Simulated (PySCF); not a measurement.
## Correlation energy of Si+ (silicon, charge +1)

[Ne] 3s1 3p2, high-spin 4P determinant (an excited configuration). Calculation: PySCF 2.14, in x2c-TZVPPall with one added diffuse shell each of s, p, d type (6s6p4d1f, 51 functions); the spin-free X2C one-electron Hamiltonian (Gaussian nucleus). Frozen: 1s2; 11 electrons correlated.

| level | correlation energy (mhartree) |
| --- | --- |
| CCSD | -165.27 |
| (T) | -1.12 |
| CCSD(T) | -166.39 |

Diagnostics: T1 = 0.0032, D1 = 0.0101, largest double amplitude 0.039.

Cost of the coupled-cluster step: roughly 7 core-seconds, for 11 correlated electrons.

This basis was not built for core-valence correlation, so the inner-shell part is incomplete.
